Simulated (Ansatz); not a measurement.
Basis-set extrapolation for C2H5BOSi (PBE0-D4/def2-TZVP geometry, frozen core, Ansatz 0.2.0). Multiplicity 1, RHF reference.

```csv
,def2-TZVPP,def2-QZVPP
HF,-467.157144,-467.173959
MP2 correlation,-0.784159,-0.836962
CCSD(T) correlation,-0.853679,not run
```

Energies in hartree. Use E(X) = E(∞) + A·exp(−7.88·√X) for Hartree–Fock and E(X) = E(∞) + B·X^(−2.97) for correlation, with X = 3 and 4, and add CCSD(T) minus MP2 of the smaller set to the MP2 limit.

Q: What is the CCSD(T) energy at the basis-set limit?

A: HF limit: -467.173959 + (-0.016815) × 0.13774 = -467.17628. MP2 limit: -0.836962 + (-0.052803) × 0.74074 = -0.87608. Higher-order term: -0.853679 − (-0.784159) = -0.06952. Total: -468.12188 hartree, 3.02 eV below CCSD(T)/def2-TZVPP.
